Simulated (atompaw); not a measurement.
**Before and after: PAW (atompaw) potential for palladium**

palladium, PAW, made with atompaw 4.2.0.5 (PBE, scalar-relativistic). Core [Ar] 3d10, reference 4s2 4p6 4d9 5s0 5p0 (charge +1). Waves: 4s (bound): rc 1.75 bohr; 5s (bound, empty): rc 2.10 bohr; 4p (bound): rc 1.70 bohr; 5p (bound, empty): rc 2.10 bohr; 4d (bound): rc 2.10 bohr; 4d channel at 2.8 Ry: rc 2.10 bohr. Local part: troulliermartins scheme with l = 3 at 0.5 Ry, radius 1.80 bohr. Core correction: smooth core density matched at 1.25 bohr. Augmentation charge: besselshape compensation charge, radius 1.55 bohr; PAW radius 2.10 bohr; waves and projectors: custom polynom vanderbiltortho.

All-electron outer shells of the reference configuration (PBE, scalar-relativistic, ld1.x):

```json
{"shell": "3d", "level (eV)": "-336.91", "outermost node (bohr)": "–", "outermost maximum (bohr)": "0.28"}
{"shell": "4s", "level (eV)": "-96.68", "outermost node (bohr)": "0.45", "outermost maximum (bohr)": "0.85"}
{"shell": "4p", "level (eV)": "-62.47", "outermost node (bohr)": "0.46", "outermost maximum (bohr)": "0.91"}
{"shell": "4d", "level (eV)": "-14.61", "outermost node (bohr)": "0.45", "outermost maximum (bohr)": "1.09"}
{"shell": "5s", "level (eV)": "-11.04", "outermost node (bohr)": "1.14", "outermost maximum (bohr)": "2.45"}
{"shell": "5p", "level (eV)": "-6.25", "outermost node (bohr)": "1.29", "outermost maximum (bohr)": "3.15"}
```

Change: wave 5s (bound): rc 2.10 bohr becomes 5s (bound): rc 1.52 bohr.

Cutoffs: the cutoffs (Ry, on a coarse ladder) from which the occupation-weighted sum of valence levels, in a spherical-Bessel basis at the reference potential, stays within 10 and 1 mRy of its value at 400 Ry; they do not see the model core or the augmentation charge, which bear on the density cutoff.

Task: What does the change do?

Result: The potential gets neither clearly harder nor softer (40 Ry and 60 Ry → 40 Ry and 60 Ry); a bound ghost appears in s, which as a rule spoils a file.

```csv
quantity,base,changed
"cutoff, loose",40 Ry,40 Ry
"cutoff, tight",60 Ry,60 Ry
loose cutoff by channel (10 mRy a level),"s 18 Ry, p 25 Ry, d 18 Ry","s 12 Ry, p 25 Ry, d 18 Ry"
bound ghosts,none,s
s: phases at 2.12 bohr within 0.05 rad from the reference energy up to (Ry; the scan ends near 5),4.2,to the end of the scan
p: phases at 2.12 bohr within 0.05 rad from the reference energy up to (Ry; the scan ends near 5),3.8,3.8
d: phases at 2.12 bohr within 0.05 rad from the reference energy up to (Ry; the scan ends near 5),to the end of the scan,to the end of the scan
lowest overlap eigenvalue by channel,"s 0.53, p 0.62, d 0.87","s 0.22, p 0.62, d 0.87"
```

 A true bound ghost makes a file unfit for plane-wave use even where its test errors are small: the radial tests pick states by their node count and pass the ghost by. The cutoffs see the waves, projectors and local potential, not the compensation charge or the core.
